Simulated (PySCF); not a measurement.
**Electric field gradients and quadrupole coupling constants**

Compound: C7H11ClO2.
Atom-mapped SMILES: `[CH3:1][CH2:2][C@@:3]1([C:4](=[O:5])[Cl:6])[CH2:7][C@@H:8]1[O:9][CH3:10]` (hydrogens: H11, H12, H13 on C1; H14, H15 on C2; H16, H17 on C7; H18 on C8; H19, H20, H21 on C10)

Structure used (GFN2-xTB), in Å, numbered top down from 1:
```
atom  x, y, z in Å
C1    -2.6827    0.2403   -0.4104
C2    -1.2695    0.8169   -0.3728
C3    -0.2562   -0.2265    0.0513
C4    -0.2519   -0.7143    1.4322
O5     0.2266   -1.7144    1.8561
Cl6   -1.0284    0.4077    2.5907
C7     0.2002   -1.2458   -0.9793
C8     1.1500   -0.1743   -0.5979
O9     2.2733   -0.5221    0.1087
C10    2.7750    0.5035    0.9385
H11   -3.3857    0.9943   -0.7549
H12   -2.7295   -0.6118   -1.0845
H13   -2.9892   -0.0874    0.5790
H14   -1.2380    1.6676    0.3093
H15   -1.0011    1.1761   -1.3683
H16   -0.2640   -1.2128   -1.9521
H17    0.4259   -2.2333   -0.6072
H18    1.2879    0.6748   -1.2696
H19    2.9944    1.4077    0.3594
H20    3.6910    0.1181    1.3794
H21    2.0632    0.7525    1.7329
```

Field gradients from the PBE0/pcSseg-1 density (PySCF, non-relativistic), principal values in atomic units, ordered |Vxx| ≤ |Vyy| ≤ |Vzz|:

| atom | Vxx | Vyy | Vzz |
| --- | --- | --- | --- |
| O5 | 0.4681 | 1.0742 | -1.5424 |
| Cl6 | -1.1297 | -2.0720 | 3.2017 |
| O9 | -0.0708 | -1.9297 | 2.0006 |

**Question.** Find the asymmetry η = (Vxx − Vyy)/Vzz and the couplings χ = eQV/h (234.96 MHz × Q in barn × V in au), with Q(17O) = −0.0256 b, Q(35Cl) = −0.0817 b.

**Answer.** 
```csv
atom,environment,nucleus,η,χzz (MHz),χxx (MHz),χyy (MHz)
O5,carbonyl oxygen,17O,0.39,9.28,-2.82,-6.46
Cl6,chlorine bonded to C,35Cl,0.29,-61.46,21.69,39.78
O9,ether oxygen,17O,0.93,-12.03,0.43,11.61
```

At O9 η is above 0.9: Vyy and Vzz are nearly equal in size and opposite in sign, so a small change could swap them and flip the sign of χzz. The tensor is traceless: Vxx + Vyy + Vzz = 0.

**Question.** What is Vzz at O5 in SI units (1 au = 9.71736 × 10²¹ V/m²)?

**Answer.** -1.5424 au = -14.988 × 10²¹ V/m².

**Question.** And the gradient at the other heavy atoms, for which no coupling is worked out here?

**Answer.** 
```csv
atom,environment,Vzz (au),η
C1,methyl carbon,0.074,0.28
C2,chain CH2 carbon,0.113,0.71
C3,sp3 carbon next to a carbonyl,0.210,0.72
C4,acyl halide carbon,-0.468,0.45
C7,three-membered-ring carbon,0.202,0.41
C8,sp3 carbon bound to oxygen,0.313,0.75
C10,methoxy carbon,0.412,0.10
```

**Question.** What couplings would deuterons (Q(2H) = 0.00286 b) have in place of the hydrogens, at this geometry?

**Answer.** 
| atom | bonded to | bond length (Å) | Vzz (au) | η | χzz (kHz) |
| --- | --- | --- | --- | --- | --- |
| H11 | C1 | 1.087 | 0.3169 | 0.02 | 213 |
| H12 | C1 | 1.087 | 0.3150 | 0.03 | 212 |
| H13 | C1 | 1.086 | 0.3127 | 0.03 | 210 |
| H14 | C2 | 1.091 | 0.3007 | 0.02 | 202 |
| H15 | C2 | 1.092 | 0.3025 | 0.04 | 203 |
| H16 | C7 | 1.078 | 0.3320 | 0.05 | 223 |
| H17 | C7 | 1.079 | 0.3239 | 0.06 | 218 |
| H18 | C8 | 1.091 | 0.2994 | 0.12 | 201 |
| H19 | C10 | 1.096 | 0.2911 | 0.09 | 196 |
| H20 | C10 | 1.087 | 0.3072 | 0.07 | 206 |
| H21 | C10 | 1.095 | 0.2893 | 0.10 | 194 |

Isolated species at its GFN2-xTB geometry (one conformer only). GFN2-xTB bond lengths can be off by several hundredths of an ångström, more for odd bonds, and the gradients follow them. A larger basis could move these couplings by a tenth or more.
